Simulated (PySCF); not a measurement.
## What PySCF settings do for Se2

Base input, run as `python input.py` with PySCF 2.14:

```python
from pyscf import gto, dft, tdscf

mol = gto.M(
    atom='Se 0 0 0; Se 0 0 2.23',
    basis='cc-pvdz-dk',
    charge=0,
    spin=2,
    verbose=4,
)
mf = dft.UKS(mol, xc='blyp')
mf = mf.sfx2c1e()
mf = mf.density_fit(auxbasis='def2-universal-jkfit')
mf.kernel()
td = tdscf.TDDFT(mf)
td.nstates = 8
td.kernel()
td.analyze()
mf.dip_moment()
print('orbital energies (hartree):', [e[max(0, n-3):n+3].round(4) for e, n in zip(mf.mo_energy, mol.nelec)])
```

Base result: E(SCF) = -4859.762259 Eh, 7 cycles, ⟨S²⟩ = 2.001, μz(SCF) = 0.00 D, first excitations without spin–orbit coupling 2.53, 2.53, 2.57, 3.42, 3.42 eV. The bond length is a typed value, not an optimised one. No search for the lowest solution was made.

Wall time 11 s on one thread of a shared host.

Each row names what differs from the base; energies in brackets are changes from the base.

| change | result |
| --- | --- |
| geometry: bond 2.23 → bond 2.386 | E(SCF) = -4859.755761 Eh (+0.1768 eV), 7 cycles, ⟨S²⟩ = 2.001, μz(SCF) = 0.00 D, first excitations without spin–orbit coupling 1.98, 1.98, 2.00, 2.79, 2.79 eV |
| integration grid: default → 6 | E(SCF) = -4859.762260 Eh (+0.0000 eV), 7 cycles, ⟨S²⟩ = 2.001, μz(SCF) = 0.00 D, first excitations without spin–orbit coupling 2.53, 2.53, 2.57, 3.42, 3.42 eV |
| charge: 0 → 2 [another spin of the ion may lie lower] | E(SCF) = -4858.795540 Eh (+26.3058 eV), 9 cycles, ⟨S²⟩ = 2.002, first excitations without spin–orbit coupling 0.91, 1.56, 1.87, 2.89, 3.39 eV |
